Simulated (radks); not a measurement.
The numbers below are computed, except where a source is named.
Task: These are the eigenvalues of the occupied orbitals of an atom or ion with whole-number occupations (eV). Level of theory: non-relativistic Kohn-Sham, exchange-only PBE, spin-polarised, spherical densities, point nucleus (a radial shooting solver on a logarithmic mesh with Libxc functionals).

1s: -3810.949
2s: -821.3935

Which element is it, and in what charge state? The configuration may be excited. Open shells, if any, are filled with parallel spins first.

Result: Z = 18, argon, charge +14: Ar14+ in [He] 2s2. The 1s level, -140.05 hartree, gives Z - s = 16.7 by -(Z - s)^2/2, which with screening narrows Z to a few neighbours, and with so few levels the electron count can be read from the list.
